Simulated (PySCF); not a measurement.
## Two-component Hartree-Fock for Os (osmium, neutral)

Start: [Xe] 4f14 5d6 6s2; 5d3/2 filled at m_j = -3/2, -1/2, +1/2, +3/2; 5d5/2 filled at m_j = +3/2, +5/2. Calculated with PySCF 2.14 in x2c-SVPall-2c with one added diffuse shell each of s, d type (8s9p10d2f, 99 functions): generalised Hartree-Fock with the X2C-1e Hamiltonian and a Gaussian nucleus; one run each with spin-orbit coupling (SO) switched off, then screened by Boettger's factors.

```tsv
spinor shell	electrons	ε, spin-free (eV)	ε, screened SO (eV)	weight of nominal j (screened SO)	rms radius, screened SO (bohr)
1s1/2	2	-74275.0	-74250.3	1.000	0.0201
2s1/2	2	-13082.0	-13074.2	1.000	0.0809
2p1/2	2	-11398.6	-12496.0	1.000	0.0687
2p3/2	4	-11398.6	-10958.7	1.000	0.0764
3s1/2	2	-3109.5	-3106.8	1.000	0.207
3p1/2	2	-2606.9	-2848.8	1.000	0.198
3p3/2	4	-2606.9	-2507.9	1.000	0.214
3d3/2	4	-2037.7	-2079.5	1.000	0.189
3d5/2	6	-2037.7	-2007.0	1.000	0.192
4s1/2	2	-690.67	-689.72	1.000	0.459
4p1/2	2	-522.84	-580.07	1.000	0.466
4p3/2	4	-522.84	-499.05	1.000	0.499
4d3/2	4	-310.09	-318.67	0.999	0.520
4d5/2	6	-310.09	-303.29	1.000	0.531
5s1/2	2	-108.30	-108.03	1.000	1.08
5p1/2	2	-62.429	-72.533	0.689	1.10
4f5/2	6	-71.386	-72.533	0.899	0.691
4f7/2	8	-71.386	-69.593	0.991	0.612
5p3/2	4	-62.429	-57.877	0.977	1.27
5d3/2	4	-12.548	-12.538	0.731	1.91
5d5/2	2	-12.548	-12.461	0.825	1.93
6s1/2	2	-7.872	-7.859	0.993	3.45
```

```tsv
quantity	spin-free	screened SO
E (hartree)	-17240.20855	-17262.69675
M_J	4	4
⟨J²⟩	20.041	20.089
⟨L²⟩	6.008	6.815
⟨S²⟩	6.033	5.718
```

Each row is a mean over spinors that exchange with the open shell spreads, by up to 7.439 eV (5p3/2).

Rows whose weight is well below 1 are mixtures of j = l ± 1/2: exchange outweighs spin-orbit coupling there, and the label is only the starting occupation.

⟨J²⟩ departs a little from M_J(M_J + 1) because the unrestricted spinors polarise the closed shells.

Breit and QED terms are absent; they matter most for the inner s and p1/2 levels.

Densities and radii are taken from the X2C orbitals without a picture-change correction, which distorts them close to the nucleus.

Without spin-orbit coupling the j labels of p, d and f shells carry no meaning; the spin-free column gives the mean over the occupied spinors of each nl shell.
